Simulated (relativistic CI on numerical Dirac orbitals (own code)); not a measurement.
Calculated levels, Bi⁵⁹⁺

Method of calculation: Dirac-Coulomb-Breit CI, separate exchange-only KLI orbitals for each configuration, model QED (radiative potential, 1s self-energy scaled to tabulated hydrogen-like ionisation energies), unscaled Slater integrals (own radial code, finite nucleus).

CI space (outside the closed core [Ne]): 3s2 3p6 3d6, 3s2 3p5 3d7, 3s2 3p4 3d8, 3s 3p6 3d7, 3p6 3d8, 3s 3p5 3d8, 3s2 3p6 3d5 4s, 3s2 3p6 3d5 4p, 3s2 3p4 3d7 4s, 3s2 3p6 3d5 4d, 3s2 3p4 3d7 4p, 3s2 3p5 3d6 4s, 3s2 3p6 3d5 4f, 3s2 3p4 3d7 4d, 3s 3p5 3d7 4s, 3s2 3p5 3d6 4p, 3s2 3p5 3d6 4d, 3s2 3p6 3d4 4s2, 3s 3p6 3d6 4s, 3p6 3d7 4s, 3p6 3d7 4p, 3s2 3p6 3d5 5s, 3p6 3d7 4d, 3s 3p6 3d5 4s2. Levels of other configurations are missing.

```csv
No.,Configuration,Term,J,E (eV),%,Next component (%),Landé g,Lifetime (s)
41,3s2 3p5 3d7,3P°,2,536.56,35,23 3D°,1.216,6.94e-13
42,3s2 3p5 3d7,3F°,4,543.94,41,22 5D°,1.207,4.01e-13
43,3s2 3p5 3d7,3D°,3,544.53,49,15 1F°,1.206,1.16e-12
44,3s2 3p5 3d7,3D°,3,558.40,39,18 5P°,1.275,2.97e-13
45,3s2 3p5 3d7,1P°,1,559.60,28,26 3D°,1.185,6.61e-13
46,3s2 3p5 3d7,3P°,1,573.30,34,26 1P°,1.175,3.01e-13
47,3s2 3p5 3d7,5G°,5,612.13,62,15 5F°,1.232,6.22e-12
48,3s2 3p5 3d7,3H°,6,618.25,41,32 5G°,1.165,6.63e-12
49,3s2 3p5 3d7,5F°,4,623.45,30,19 5D°,1.237,2.77e-12
50,3s2 3p5 3d7,5D°,3,628.50,20,20 3F°,1.147,2.58e-12
51,3s2 3p5 3d7,3D°,2,628.53,40,21 5D°,1.275,1.83e-12
52,3s2 3p5 3d7,5D°,4,632.08,40,31 3G°,1.240,2.37e-12
53,3s2 3p5 3d7,3P°,1,632.88,57,20 5D°,1.532,1.78e-12
54,3s2 3p5 3d7,3I°,7,635.14,100,,1.128,7.61e-12
55,3s2 3p5 3d7,5S°,2,638.52,25,23 3F°,1.273,2.07e-12
56,3s2 3p5 3d7,3F°,4,642.60,31,16 5F°,1.165,7.58e-13
57,3s2 3p5 3d7,3H°,5,643.27,44,33 3G°,1.123,9.08e-13
58,3s2 3p5 3d7,5D°,3,646.10,24,21 3D°,1.344,5.67e-13
59,3s2 3p5 3d7,3D°,3,647.10,36,29 3F°,1.105,1.52e-12
60,3s2 3p5 3d7,3G°,5,648.91,46,33 1H°,1.097,1.82e-12
61,3s2 3p5 3d7,1G°,4,650.22,45,30 3G°,1.067,2.02e-12
62,3s2 3p5 3d7,3H°,6,653.21,63,32 1I°,1.102,6.13e-13
63,3s2 3p5 3d7,3F°,2,657.26,38,20 3D°,0.986,5.36e-13
64,3s2 3p5 3d7,3D°,1,658.79,52,17 1P°,0.741,5.59e-13
65,3s2 3p5 3d7,3D°,2,668.17,45,17 3F°,1.086,1.01e-12
66,3s2 3p5 3d7,3P°,0,669.32,51,46 5D°,,3.22e-13
67,3s2 3p5 3d7,3G°,3,672.43,28,21 3D°,1.099,4.47e-13
68,3s2 3p5 3d7,5D°,2,672.85,27,20 3P°,1.327,3.41e-13
69,3s2 3p5 3d7,3F°,3,676.69,35,20 3G°,1.153,3.28e-13
70,3s2 3p5 3d7,3G°,5,679.30,44,27 1H°,1.095,3.07e-13
71,3s2 3p5 3d7,3F°,4,681.19,49,22 3G°,1.135,2.96e-13
72,3s2 3p5 3d7,3P°,1,683.56,39,30 3D°,1.143,6.02e-13
73,3s2 3p5 3d7,3D°,2,686.79,41,17 1D°,1.113,5.90e-13
74,3s2 3p5 3d7,1G°,4,688.33,46,38 3G°,1.031,4.94e-13
75,3s2 3p5 3d7,1F°,3,689.78,43,23 3G°,1.012,5.76e-13
76,3s2 3p5 3d7,3D°,1,691.48,56,15 3P°,0.958,3.97e-13
77,3s2 3p5 3d7,3P°,0,692.29,92,6 1S°,,1.25e-12
78,3s2 3p5 3d7,3F°,3,694.49,46,29 1F°,1.054,4.83e-13
79,3s2 3p5 3d7,3D°,1,695.36,32,31 3P°,1.229,4.53e-13
80,3s2 3p5 3d7,3D°,2,699.04,42,26 3F°,1.024,3.31e-13
81,3s2 3p5 3d7,5G°,4,746.79,30,28 3F°,1.163,1.68e-12
82,3s2 3p5 3d7,3D°,3,752.77,30,22 5F°,1.252,1.51e-12
83,3s2 3p5 3d7,3P°,2,755.45,25,21 5P°,1.492,1.16e-12
84,3s2 3p5 3d7,3I°,6,762.70,36,33 3H°,1.063,1.67e-12
85,3s2 3p5 3d7,5D°,1,762.86,39,28 3D°,1.051,5.89e-13
86,3s2 3p5 3d7,3G°,5,765.96,45,33 3H°,1.108,1.40e-12
87,3s2 3p5 3d7,3F°,2,770.05,32,21 3D°,0.993,7.34e-13
88,3s2 3p5 3d7,3G°,3,771.79,44,19 3D°,0.990,6.37e-13
89,3s2 3p5 3d7,3P°,0,771.88,50,31 5D°,,6.29e-13
90,3s2 3p5 3d7,1G°,4,773.15,33,30 3H°,0.996,7.04e-13
91,3s2 3p5 3d7,3S°,1,783.81,25,24 3P°,1.566,3.87e-13
92,3s2 3p5 3d7,3G°,4,787.89,42,23 3F°,1.079,3.89e-13
93,3s2 3p5 3d7,3D°,2,788.04,23,16 3P°,1.187,4.12e-13
94,3s2 3p5 3d7,3G°,3,791.98,34,21 3D°,1.071,3.32e-13
95,3s2 3p5 3d7,1H°,5,793.60,36,29 3G°,1.047,3.44e-13
96,3s2 3p5 3d7,3D°,2,794.21,26,23 3F°,1.065,4.39e-13
97,3s2 3p5 3d7,3F°,4,799.73,64,15 3G°,1.193,1.08e-12
98,3s2 3p5 3d7,3G°,3,801.98,37,24 1F°,0.982,4.33e-13
99,3s2 3p5 3d7,3D°,1,803.16,53,15 1P°,0.670,4.62e-13
100,3s2 3p5 3d7,1D°,2,816.51,38,30 3F°,1.000,5.34e-13
101,3s2 3p5 3d7,3D°,3,823.62,45,25 1F°,1.176,3.65e-13
102,3s2 3p5 3d7,1P°,1,840.06,38,27 3D°,1.106,4.82e-13
103,3s2 3p5 3d7,3P°,0,887.53,58,34 5D°,,5.22e-13
104,3s2 3p5 3d7,3F°,3,905.89,29,21 1F°,1.033,5.06e-13
105,3s2 3p5 3d7,3P°,1,907.32,28,26 3D°,1.139,4.63e-13
106,3s2 3p5 3d7,3D°,2,911.19,30,17 3F°,1.047,5.16e-13
107,3s2 3p4 3d8,5G,6,1019.12,59,36 3H,1.243,6.84e-13
108,3s2 3p4 3d8,3F,4,1029.06,48,25 5D,1.244,6.87e-13
109,3s2 3p4 3d8,3D,2,1038.14,33,32 3P,1.240,5.35e-13
110,3s2 3p4 3d8,3G,5,1044.55,49,37 5F,1.249,3.68e-13
```

Energies count from the lowest computed level; ° marks odd parity; lifetimes are radiative, by E1, M1, E2, M2 decay to levels of this space only.

The mean weight of the leading LS term, summed over parents, in these 70 levels is 41 %, and that of the leading jj configuration (from the same eigenvectors) 97 %, so jj coupling describes them better and the LS labels are nominal.

At this charge energies of transitions that change n are usually good to better than 1 %, and those within a shell (Δn = 0) to a few per cent.

LS names give the leading component of a level, which can be under half, so a name can repeat, a term be missing and a line seem to break the LS rules.
